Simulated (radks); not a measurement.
Results of a calculation; reference values are marked as such.
Question: Ionisation of the strontium ion Sr3+, [Ar] 3d10 4s2 4p5, to Sr4+, [Ar] 3d10 4s2 4p4, under several functionals. Scalar-relativistic Kohn-Sham, spin-polarised, spherical densities, finite nucleus; open shells are filled with parallel spins first (spin-orbit coupling, left out, can overturn this in heavy ions); a radial shooting solver on a logarithmic mesh with Libxc functionals. The NIST Atomic Spectra Database gives 56.280 eV (semi-empirical). Rank these functionals by the error of their Delta-SCF ionisation energy: MS2 meta-GGA; r2SCAN; exchange-only B88; B86b exchange with PBE correlation; exchange-only r2SCAN; AM05.

Answer: From best to worst: AM05 56.387 eV (+0.107); B86b exchange with PBE correlation 56.391 eV (+0.111); MS2 meta-GGA 56.498 eV (+0.218); r2SCAN 56.617 eV (+0.337); exchange-only r2SCAN 55.361 eV (-0.919); exchange-only B88 55.026 eV (-1.254). Open shells are spherical and high-spin; term and fine-structure splittings are not resolved.
